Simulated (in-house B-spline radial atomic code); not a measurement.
# Solving the quasi-particle equation for 6s of neutral barium

Configuration [Xe] 6s2, start PBE; correlation leaves out the 3 deepest shells. Computed with a B-spline radial code for spherical atoms: all electrons, scalar-relativistic (spin-free one-electron X2C), finite nucleus, each spin shell either full or empty, empty states to l = 9 with an (l + 1/2)⁻⁴ tail; G0W0 by contour deformation at full frequency.

At the mean-field level ε = -3.228 eV the matrix elements are Σx = -6.382 eV, v_xc = -5.356 eV and Σc(ε) = -1.58 eV, and the slope of the correlation self-energy is dΣc/dω = -0.2806. The quasi-particle energy solves E = ε + Σx − v_xc + Σc(E).

What does the linearised equation give?

Z = 1/(1 − dΣc/dω) = 1/1.2806 = 0.7809. The first-order shift is Σx − v_xc + Σc(ε) = -6.382 − (-5.356) + (-1.58) = -2.606 eV, so E ≈ ε + Z × shift = -3.228 + 0.7809 × (-2.606) = -5.263 eV.

How does that compare with the full solution and with static screening?

Solving the equation at full frequency dependence gives E = -5.272 eV, where Σc = -1.018 eV and the weight is 0.733; the linearised value is off by 9 meV; so low a weight means that a satellite takes much of the strength. Leaving Z out would give -5.834 eV. Static COHSEX puts -2.892 eV in place of Σc and gives -7.146 eV, 1.87 eV deeper. The tabulated removal energy is 5.212 eV (NIST, measured); the run leaves out spin-orbit coupling, Breit and QED terms.
